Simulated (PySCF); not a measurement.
PySCF input for Li(Cl) cation (ClLi), SMILES [Li][Cl] (connectivity only; charge and spin as stated), charge +1, multiplicity 2, TDA-PBE0/def2-TZVPD. Coordinates come from a PBE-D3(BJ)/def2-TZVPD optimisation. The multiplicity is an assumed one; other spin states were not compared.

```python
import numpy as np
from pyscf import gto, scf, dft, tdscf

mol = gto.M(
    atom='''
    Li    0.00000000    0.00000000   -2.03490115
    Cl    0.00000000    0.00000000    0.35910020
    ''',
    basis='def2-TZVPD',
    charge=1,
    spin=1,
    max_memory=1600,
    verbose=4,
)
mf = dft.UKS(mol, xc='pbe0').density_fit(auxbasis='def2-universal-jkfit')
mf.grids.level = 3
mf.conv_tol = 1e-9
mf.max_cycle = 100
mf.kernel()
fine, coarse = mf.grids, dft.Grids(mol).set(level=1).build(with_non0tab=True)
for _ in range(3):  # follow internal instabilities
    mf.grids = coarse
    mo, _, stable, _ = mf.stability(return_status=True, nroots=4)
    mf.grids = fine
    if stable:
        break
    mf.kernel(mf.make_rdm1(mo, mf.mo_occ))
mf.grids = dft.Grids(mol).set(level=1).build(with_non0tab=True)  # coarser grid for the response kernel
td = tdscf.TDA(mf)
td.nstates = 10
td.conv_tol = 1e-4
td.positive_eig_threshold = 1e-6
td.kernel(x0=td.get_init_guess(mf, 15))
td.analyze()
```

Log of the run:

```
PySCF version 2.14.0

[INPUT] verbose = 4
[INPUT] num. atoms = 2
[INPUT] num. electrons = 19
[INPUT] charge = 1
[INPUT] spin (= nelec alpha-beta = 2S) = 1
[INPUT] symmetry False subgroup None
[INPUT] Mole.unit = angstrom
[INPUT] Symbol           X                Y                Z      unit          X                Y                Z       unit  Magmom
[INPUT]  1 Li     0.000000000000   0.000000000000  -2.034901150000 AA    0.000000000000   0.000000000000  -3.845405864062 Bohr   0.0
[INPUT]  2 Cl     0.000000000000   0.000000000000   0.359100200000 AA    0.000000000000   0.000000000000   0.678601029277 Bohr   0.0

nuclear repulsion = 11.2731923718088
number of shells = 25
number of NR pGTOs = 95
number of NR cGTOs = 63
basis = def2-TZVPD
ecp = {}


[settings echo left out]
init E= -467.455477996771
  alpha nocc = 10  HOMO = -0.381325382310512  LUMO = -0.0876379605848143

WARN: beta  nocc = 9  HOMO -0.381325382310522 >= LUMO -0.381325382310515


WARN: HOMO -0.381325382310512 >= LUMO -0.381325382310515

cycle= 1 E= -467.27187997813  delta_E= 0.184  |g|= 0.115  |ddm|= 0.71
  alpha nocc = 10  HOMO = -0.603694137618844  LUMO = -0.223973320632524
  beta  nocc = 9  HOMO = -0.584523347476134  LUMO = -0.472445127276504
  HOMO = -0.584523347476  LUMO = -0.472445127277  gap/eV = 3.04980
cycle= 2 E= -467.279006595806  delta_E= -0.00713  |g|= 0.0507  |ddm|= 0.14
  alpha nocc = 10  HOMO = -0.583261295968993  LUMO = -0.21692769495839
  beta  nocc = 9  HOMO = -0.565699148041468  LUMO = -0.446191897629685
  HOMO = -0.565699148041  LUMO = -0.44619189763  gap/eV = 3.25196
cycle= 3 E= -467.279814965216  delta_E= -0.000808  |g|= 0.013  |ddm|= 0.0498
  alpha nocc = 10  HOMO = -0.585471782809181  LUMO = -0.215859434178615
  beta  nocc = 9  HOMO = -0.568790820793981  LUMO = -0.445690737019103
  HOMO = -0.568790820794  LUMO = -0.445690737019  gap/eV = 3.34972
cycle= 4 E= -467.27987836319  delta_E= -6.34e-05  |g|= 0.00121  |ddm|= 0.00956
  alpha nocc = 10  HOMO = -0.585218874325317  LUMO = -0.215924046163117
  beta  nocc = 9  HOMO = -0.568733726795413  LUMO = -0.445234746471552
  HOMO = -0.568733726795  LUMO = -0.445234746472  gap/eV = 3.36058
cycle= 5 E= -467.279879482845  delta_E= -1.12e-06  |g|= 0.000143  |ddm|= 0.00142
  alpha nocc = 10  HOMO = -0.585247186361581  LUMO = -0.215944698840019
  beta  nocc = 9  HOMO = -0.568776007391229  LUMO = -0.445248434659398
  HOMO = -0.568776007391  LUMO = -0.445248434659  gap/eV = 3.36136
cycle= 6 E= -467.27987949168  delta_E= -8.84e-09  |g|= 7.47e-05  |ddm|= 0.000162
  alpha nocc = 10  HOMO = -0.585238074913002  LUMO = -0.215954596165126
  beta  nocc = 9  HOMO = -0.568768281160342  LUMO = -0.445239501058925
  HOMO = -0.56876828116  LUMO = -0.445239501059  gap/eV = 3.36139
cycle= 7 E= -467.279879494475  delta_E= -2.79e-09  |g|= 1.08e-05  |ddm|= 5.49e-05
  alpha nocc = 10  HOMO = -0.585238966837806  LUMO = -0.215954305125099
  beta  nocc = 9  HOMO = -0.568769381001963  LUMO = -0.445240387212461
  HOMO = -0.568769381002  LUMO = -0.445240387212  gap/eV = 3.36140
cycle= 8 E= -467.27987949457  delta_E= -9.5e-11  |g|= 1.9e-06  |ddm|= 9.86e-06
  alpha nocc = 10  HOMO = -0.585238770161789  LUMO = -0.215954251101298
  beta  nocc = 9  HOMO = -0.568769166136453  LUMO = -0.445240246995162
  HOMO = -0.568769166136  LUMO = -0.445240246995  gap/eV = 3.36139
Extra cycle  E= -467.279879494574  delta_E= -4.26e-12  |g|= 8.65e-07  |ddm|= 2.02e-06
converged SCF energy = -467.279879494574  <S^2> = 0.75423336  2S+1 = 2.0042289
tot grids = 11400
uhf_internal: lowest eigs of H = [-1.52333297e-05  4.69896632e-02  5.96604235e-01  6.16280924e-01]
<class 'pyscf.df.df_jk.DFUKS'> wavefunction has an internal instability


******** <class 'pyscf.df.df_jk.DFUKS'> ********
method = DFUKS
initial guess = minao
damping factor = 0
level_shift factor = 0
DIIS = <class 'pyscf.scf.diis.CDIIS'>
diis_start_cycle = 1
diis_space = 8
diis_damp = 0
SCF conv_tol = 1e-09
SCF conv_tol_grad = None
SCF max_cycles = 100
direct_scf = False
number electrons alpha = 10  beta = 9
XC library pyscf.dft.libxc version 7.1.2
    S. Lehtola, C. Steigemann, M. J. T. Oliveira, and M. A. L. Marques,  SoftwareX 7, 1–5 (2018)
XC functionals = pbe0
    C. Adamo and V. Barone,  J. Chem. Phys. 110, 6158 (1999)
    M. Ernzerhof and G. E. Scuseria,  J. Chem. Phys. 110, 5029 (1999)
radial grids:
    Treutler-Ahlrichs [JCP 102, 346 (1995); DOI:10.1063/1.469408] (M4) radial grids

becke partition: Becke, JCP 88, 2547 (1988); DOI:10.1063/1.454033
pruning grids: <function nwchem_prune>
grids dens level: 3
symmetrized grids: False
atomic radii adjust function: <function treutler_atomic_radii_adjust>
small_rho_cutoff = 0
Set gradient conv threshold to 3.16228e-05
init E= -467.270899602981
  alpha nocc = 10  HOMO = -0.584442712827663  LUMO = -0.215974582260031
  beta  nocc = 9  HOMO = -0.572105045399743  LUMO = -0.442492531273707
  HOMO = -0.5721050454  LUMO = -0.442492531274  gap/eV = 3.52694
cycle= 1 E= -467.27966270663  delta_E= -0.00876  |g|= 0.0197  |ddm|= 0.106
  alpha nocc = 10  HOMO = -0.584139484590691  LUMO = -0.215894905506957
  beta  nocc = 9  HOMO = -0.568705366696793  LUMO = -0.444352706041897
  HOMO = -0.568705366697  LUMO = -0.444352706042  gap/eV = 3.38381
cycle= 2 E= -467.27987217143  delta_E= -0.000209  |g|= 0.00314  |ddm|= 0.0133
  alpha nocc = 10  HOMO = -0.58537993714369  LUMO = -0.215939034145254
  beta  nocc = 9  HOMO = -0.569161009058135  LUMO = -0.445354786982598
  HOMO = -0.569161009058  LUMO = -0.445354786983  gap/eV = 3.36894
cycle= 3 E= -467.279878974641  delta_E= -6.8e-06  |g|= 0.00101  |ddm|= 0.00338
  alpha nocc = 10  HOMO = -0.585089615036057  LUMO = -0.215952701296089
  beta  nocc = 9  HOMO = -0.568677113174785  LUMO = -0.445092360867584
  HOMO = -0.568677113175  LUMO = -0.445092360868  gap/eV = 3.36291
cycle= 4 E= -467.279879378897  delta_E= -4.04e-07  |g|= 0.00043  |ddm|= 0.00112
  alpha nocc = 10  HOMO = -0.585230545445808  LUMO = -0.215950180213465
  beta  nocc = 9  HOMO = -0.568774956546321  LUMO = -0.445234593570078
  HOMO = -0.568774956546  LUMO = -0.44523459357  gap/eV = 3.36170
cycle= 5 E= -467.279879442011  delta_E= -6.31e-08  |g|= 3.11e-05  |ddm|= 0.00034
  alpha nocc = 10  HOMO = -0.585239992142636  LUMO = -0.215953838774187
  beta  nocc = 9  HOMO = -0.568771853176421  LUMO = -0.445242237977531
  HOMO = -0.568771853176  LUMO = -0.445242237978  gap/eV = 3.36141
cycle= 6 E= -467.279879442848  delta_E= -8.37e-10  |g|= 1.66e-05  |ddm|= 4e-05
  alpha nocc = 10  HOMO = -0.585237704352067  LUMO = -0.215952188586297
  beta  nocc = 9  HOMO = -0.568768316339799  LUMO = -0.445239209777775
  HOMO = -0.56876831634  LUMO = -0.445239209778  gap/eV = 3.36140
Extra cycle  E= -467.279879442925  delta_E= -7.71e-11  |g|= 1.2e-05  |ddm|= 1.73e-05
converged SCF energy = -467.279879442925  <S^2> = 0.75423331  2S+1 = 2.0042288
uhf_internal: lowest eigs of H = [1.63026514e-05 4.69937195e-02 5.96610023e-01 6.16285177e-01]
<class 'pyscf.df.df_jk.DFUKS'> wavefunction is stable in the internal stability analysis
tot grids = 11400
Overwritten attributes  positive_eig_threshold  of <class 'pyscf.tdscf.uks.TDA'>


******** <class 'pyscf.tdscf.uks.TDA'> for <class 'pyscf.df.df_jk.DFUKS'> ********
nstates = 10
deg_eia_thresh = 1.000e-03
wfnsym = None
conv_tol = 0.0001
eigh lindep = 1e-12
eigh level_shift = 0
eigh max_cycle = 100


Excitation energies (eV)
[ 0.25767929  0.89930602  8.25818125  8.67675623  8.74296385  9.2922924
  9.72852397  9.82476582 10.05964634 10.19384046]

** Excitation energies and oscillator strengths **
Excited State   1:      0.25768 eV   4811.57 nm  f=0.0000
       9b ->   10b     -0.99786
Excited State   2:      0.89931 eV   1378.67 nm  f=0.0000
       8b ->   10b      0.99780
Excited State   3:      8.25818 eV    150.13 nm  f=0.0108
      10a ->   11a      0.17448
       9b ->   11b     -0.96976
       9b ->   14b     -0.12858
Excited State   4:      8.67676 eV    142.89 nm  f=0.0233
      10a ->   11a     -0.97067
      10a ->   14a     -0.12092
       9b ->   11b     -0.18736
Excited State   5:      8.74296 eV    141.81 nm  f=0.0116
       9a ->   11a     -0.38735
       8b ->   11b      0.89504
       8b ->   14b      0.11991
Excited State   6:      9.29229 eV    133.43 nm  f=0.0598
       9a ->   11a     -0.87425
       8b ->   11b     -0.40667
       9b ->   12b     -0.23227
Excited State   7:      9.72852 eV    127.44 nm  f=0.0171
       9a ->   11a      0.22211
      10a ->   13a      0.38189
       9b ->   12b     -0.88038
Excited State   8:      9.82477 eV    126.20 nm  f=0.0000
      10a ->   12a      0.16850
       9b ->   13b     -0.97696
Excited State   9:     10.05965 eV    123.25 nm  f=0.0000
      10a ->   12a     -0.97676
       9b ->   13b     -0.17328
Excited State  10:     10.19384 eV    121.63 nm  f=0.0000
       8a ->   11a      0.39810
       9a ->   12a     -0.45971
       8b ->   13b      0.76639

** Transition electric dipole moments (AU) **
state          X           Y           Z        Dip. S.      Osc.
  1         0.0000     -0.0000     -0.0000      0.0000      0.0000
  2        -0.0031     -0.0103     -0.0000      0.0001      0.0000
  3        -0.2209      0.0669      0.0000      0.0533      0.0108
  4        -0.3166      0.0959      0.0000      0.1094      0.0233
  5         0.0000     -0.0000      0.2328      0.0542      0.0116
  6         0.0000      0.0000     -0.5125      0.2627      0.0598
  7        -0.0000     -0.0000      0.2680      0.0718      0.0171
  8        -0.0000      0.0000     -0.0001      0.0000      0.0000
  9        -0.0000      0.0000     -0.0000      0.0000      0.0000
 10         0.0001     -0.0003      0.0000      0.0000      0.0000

** Transition velocity dipole moments (imaginary part, AU) **
state          X           Y           Z        Dip. S.      Osc.
  1         0.0000     -0.0000     -0.0000      0.0000      0.0000
  2        -0.0017     -0.0055     -0.0000      0.0000      0.0007
  3        -0.0709      0.0215      0.0000      0.0055      0.0120
  4        -0.1031      0.0312      0.0000      0.0116      0.0242
  5         0.0000     -0.0000      0.0671      0.0045      0.0093
  6         0.0000      0.0000     -0.1576      0.0248      0.0485
  7        -0.0000     -0.0000      0.0732      0.0054      0.0100
  8        -0.0000      0.0000     -0.0000      0.0000      0.0000
  9        -0.0000      0.0000     -0.0000      0.0000      0.0000
 10         0.0055      0.0179      0.0000      0.0003      0.0006

** Transition magnetic dipole moments (imaginary part, AU) **
state          X           Y           Z
  1         0.0000      0.0000      1.0034
  2         0.9415     -0.2851      0.0000
  3         0.0077      0.0254      0.0000
  4         0.0109      0.0361      0.0000
  5        -0.0000      0.0000      0.0000
  6         0.0000     -0.0000     -0.0000
  7        -0.0000      0.0000     -0.0000
  8        -0.0000     -0.0000     -0.0059
  9        -0.0000     -0.0000      0.0090
 10        -0.0469      0.0141      0.0000
```

The run converged.

Cost: roughly 16 core-seconds.
